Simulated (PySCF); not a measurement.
C2H8AlNO, SMILES C[NH][Al]([CH3])[OH]. Atoms are numbered in the order given.

```xyz
13

Al     0.1869     0.2142     0.4156
C      1.4315    -0.0994     1.8798
H      1.9197    -1.0861     1.8253
H      0.9149    -0.0333     2.8524
H      2.2245     0.6676     1.8893
N     -0.0828    -1.0011    -0.8608
C     -0.9571    -0.9498    -2.0169
H      0.4312    -1.8778    -0.8143
H     -1.7261    -1.7470    -2.0153
H     -0.4114    -1.0271    -2.9777
H     -1.4993     0.0101    -2.0395
O     -0.6568     1.7018     0.3753
H     -1.2959     1.9968    -0.2776
```

Coordinates come from a B3LYP-D3(BJ)/def2-SVP optimisation. The structure was generated by enumeration; whether it is a known compound was not checked. One conformer was computed; it need not be the lowest.

Two levels are set side by side: PBE/pcSseg-1 (PySCF) and PBE0/pcSseg-1 (PySCF). GIAO shifts against H2O (¹⁷O), NH3 (¹⁵N), TMS (¹H), TMS (¹³C) at the same level; non-relativistic, no solvent, atoms listed together averaged. Differences are taken from unrounded values.

```json
[
 {"quantity": "δ(¹³C) of C2 (ppm)", "PBE0": "-17.1", "PBE": "-18.1", "PBE minus PBE0": "-1.1"},
 {"quantity": "δ(¹⁵N) of N6 (ppm)", "PBE0": "42.1", "PBE": "53.5", "PBE minus PBE0": "11.4"},
 {"quantity": "δ(¹³C) of C7 (ppm)", "PBE0": "35.0", "PBE": "36.4", "PBE minus PBE0": "1.4"},
 {"quantity": "δ(¹H) of H8 (ppm)", "PBE0": "0.68", "PBE": "0.91", "PBE minus PBE0": "0.23"},
 {"quantity": "δ(¹⁷O) of O12 (ppm)", "PBE0": "22.2", "PBE": "30.1", "PBE minus PBE0": "7.9"},
 {"quantity": "δ(¹H) of H13 (ppm)", "PBE0": "1.86", "PBE": "1.89", "PBE minus PBE0": "0.03"}
]
```

Rough cost on one machine, each run with all the roots and properties that it gave: PBE0 against PBE within a factor of 2.
